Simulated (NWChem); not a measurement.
Species: AlHI2; SMILES [I][AlH][I]

```xyz
4

Al     0.0000     0.0000    -1.0831
H      0.0000     0.0000    -2.6568
I     -2.1262     0.0000     0.1579
I      2.1262     0.0000     0.1579
```
Atoms are numbered in this order, from 1.

Program: NWChem. Geometry: optimised at PBE0/def2-SVP. def2 effective core potentials on I; no spin-orbit coupling.

Q: Estimate the computed values for PBE0/def2-TZVPP. Quantities: highest occupied level (eV); orbital gap (eV); dipole (D).

A: 
```
Item                         Value
---------------------------  -----
highest occupied level (eV)  -7.81
orbital gap (eV)              5.89
dipole (D)                    0.54
```
